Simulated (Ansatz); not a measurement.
System: sum formula GeOF (charge 0, doublet). It need not be the lowest isomer of its formula. 
Structure (B3LYP-D3(BJ)/def2-TZVP (Ansatz, a first-principles code) minimum search):
```xyz
3

Ge    -0.1082     0.2726    -0.1379
O     -1.2285    -0.9940    -0.0416
F      1.4768    -0.0856     0.5271
```
Charge 0, spin multiplicity 2.

Property: vertical electron affinity (to the singlet state of charge -1; a negative value means that the extra electron is unbound and the number depends on the basis; each state is the SCF solution reached for its spin; for the doublet T1 is 0.091), in eV. Cores are frozen in the correlated levels unless marked. UHF or UKS for open shells. Spin-orbit coupling is left out. The frozen core is the preceding noble-gas configuration, with the filled d and f shells of earlier blocks. No relativistic terms. Anions need diffuse functions: aug- sets have them; def2-D sets add few. CBS(X,Y): correlation extrapolated as X^-3; Hartree-Fock from the larger set. The bracket is a focal-point correction in the basis named.

```tsv
level	program	vertical electron affinity (eV)
HF/aug-cc-pVDZ	Ansatz	1.74
HF/aug-cc-pVTZ	Ansatz	1.69
PBE/def2-TZVPD	Ansatz	2.98
r2SCAN/def2-TZVPD	Ansatz	2.97
wB97M-V/def2-TZVPD	Ansatz	3.16
MP2/aug-cc-pVDZ	Ansatz	3.93
RI-MP2/CBS(aug-cc-pVTZ,aug-cc-pVQZ)+[CCSD(T)-MP2]/aug-cc-pVTZ	Ansatz	3.33
```
